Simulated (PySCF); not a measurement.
# Telling isomers of C₇H₇F₃ apart by NMR

PySCF 2.14.0 with density-fitted response routines calculation with σ from GIAO-PBE0/pcSseg-1 and structure optimised with GFN2-xTB; rapidly exchanging positions averaged, a single conformation, no solvent, no relativistic terms.

δ = σ(ref) − σ, references computed at the same level: TMS for 1H, 13C. Splittings of carbon signals by F and P are missing where no couplings were computed. Where no couplings were computed, multiplicities follow the n + 1 count of equivalent neighbours, and m marks all less simple cases (inequivalent or close neighbours, rings, F or P nearby). Shifts are as computed. Against solution values, carbons near 30 ppm lie about +3 ppm off and those near 130 ppm about +5 ppm. Of 1211 compounds with measured shifts, 218 miss one by over three times the rms of a fit or turn the order of signals round; such compounds aren't used in these exercises.

(1) Tabulate the signals of `C=C1CC[C@H]1C(F)=C(F)F`, `CC1=CC/1=C(/C)C(F)(F)F` and their relative energies.

(2) What is the quickest way to tell C=C1CC[C@H]1C(F)=C(F)F from CC1=CC/1=C(/C)C(F)(F)F?

Answers

(1) 
| SMILES | carbon types | δC | δH | E rel. (kcal/mol) |
| --- | --- | --- | --- | --- |
| C=C1CC[C@H]1C(F)=C(F)F | 3×C 1×CH 3×CH2 | 166.5, 157.0, 138.5, 118.1, 41.7, 29.7, 20.3 | 5.53 (m, 1H), 5.47 (m, 1H), 3.81 (m, 1H), 2.83 (m, 1H), 2.82 (m, 1H), 2.42 (m, 1H), 2.28 (m, 1H) | 5.7 |
| CC1=CC/1=C(/C)C(F)(F)F | 4×C 1×CH 2×CH3 | 146.7, 136.7, 135.2, 125.3, 81.7, 15.9, 13.4 | 7.94 (s, 1H), 2.55 (s, 3H), 2.00 (s, 3H) | 0.0 |

Energies are electronic energies at PBE0/pcSseg-1 on these geometries, without zero-point or thermal terms, each for the one conformer computed, which needn't be the lowest.

(2) Both give the same number of carbon signals, but DEPT or the intensities differ. The first has a terminal =CH2 carbon at 118.1 ppm, the second an alkene CH at 135.2 ppm. Their most deshielded carbons lie at 166.5 and 146.7 ppm. In the proton spectra the most deshielded non-exchanging signals are 5.53 (m, 1H) and 7.94 (s, 1H).
